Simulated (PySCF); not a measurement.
**SMILES C=N[C@@H]1C(=C)[C@H]1O, C5H7NO**

Geometry (Å), atoms numbered from 1 in this order:
```xyz
14

C     2.217   -0.417    0.353
N     1.589    0.294    1.177
C     0.208    0.509    1.081
C    -0.727   -0.347    0.297
C    -1.345   -1.496    0.207
C    -0.441    0.981   -0.238
O    -1.362    2.015   -0.272
H     3.284   -0.512    0.483
H     1.770   -0.955   -0.489
H    -0.182    0.957    1.991
H    -1.210   -2.271    0.945
H    -2.012   -1.716   -0.612
H     0.225    1.065   -1.091
H    -2.015    1.891    0.426
```

Level of theory: TDDFT CAM-B3LYP/def2-SVPD circular dichroism and optical rotation, one conformer, gas phase in PySCF 2.14.0. Geometry: GFN2-xTB.

The molecule is flexible and this is one conformer; a measurement averages over conformers.

(1) Draw the ECD and absorption spectra from the lowest 12 states, each a Gaussian of half-width 0.25 eV at 1/e height.

Answers

(1) 
```
E (eV)  λ (nm)  Δε (L mol⁻¹ cm⁻¹)  ε (L mol⁻¹ cm⁻¹)
  4.15     299              -0.09             0.581
  4.25     292              -0.37              2.45
  4.35     285              -1.15              7.52
  4.45     278              -2.55              16.7
  4.55     272              -4.13              27.1
  4.65     266              -4.83              32.1
  4.75     261              -4.01              29.8
  4.85     255              -1.98              30.1
  4.95     250              +0.89              55.1
  5.05     245              +4.89               126
  5.15     241              +9.77               232
  5.25     236             +13.33               318
  5.35     232             +12.89               321
  5.45     227              +8.49               246
  5.55     223              +3.07               156
  5.65     219              -0.56              98.9
  5.75     216              -1.72               106
  5.85     212              -1.24               315
  5.95     208               0.00              1180
  6.05     205              +1.92              3520
  6.15     201              +4.67              7670
  6.25     198              +7.39             12200
  6.35     195              +8.12             14200
  6.45     192              +5.66             12300
  6.55     189              +1.13              8410
  6.65     186              -2.81              5300
  6.75     184              -4.15              4080
  6.85     181              -3.16              4960
  6.95     178              -2.25              8560
  7.05     176              -3.45             15000
  7.15     173              -6.06             22200
  7.25     171              -8.14             26200
  7.35     169              -9.58             24400
  7.45     166             -11.26             17800
  7.55     164             -12.51             10400
```
Δε uses R in velocity form, ε uses f in length form. Only the states computed contribute, so the short-wavelength end is incomplete.
